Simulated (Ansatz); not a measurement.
Consider the redistribution: `C#[C][Ti]([OH])([F])[F]` + `C[Se][In]([F])[F]` → `C[Se][Ti]([OH])([F])[F]` + `C#[C][In]([F])[F]`.

Computed with Ansatz on PBE0-D4/def2-TZVP structures; ΔE is electronic, products minus reactants. CCSD(T)/CBS is the MP2 limit (def2-TZVPP, def2-QZVPP) plus CCSD(T) − MP2 in def2-TZVPP, frozen cores. Functionals use def2-TZVPP. B3LYP here is the variant with VWN-RPA as its local correlation; programs differ in this. def2 core potentials past Kr. For In, Se, Ti outer-core shells are correlated without core-valence functions, which leaves a few kJ/mol of doubt a bond. Scalar relativity is left out up to krypton. Each species was taken in one conformer, which may not be the lowest.

```
             level  ΔE (eV)
            PBE-D4     0.15
         r2SCAN-D4     0.13
          B3LYP-D4     0.18
            r2SCAN     0.13
SCS-MP2/def2-TZVPP     0.05
   CCSD/def2-TZVPP     0.12
CCSD(T)/def2-TZVPP     0.05
    CCSD/CBS(def2)     0.17
```

Question: What does CCSD(T)/CBS give? (Estimate.)

Answer: Ansatz gave: +0.11 eV. The listed levels differ from it by 0.04, 0.02, 0.07, 0.02, -0.06, 0.01, -0.06, 0.06 eV.

Largest T1 diagnostic among the species: 0.023, so the coupled-cluster value is less sure than usual.

In def2-TZVPP, CCSD(T) changes the Hartree–Fock value by −0.22 eV (the triples alone add −0.07 eV) and MP2 by −0.28 eV.
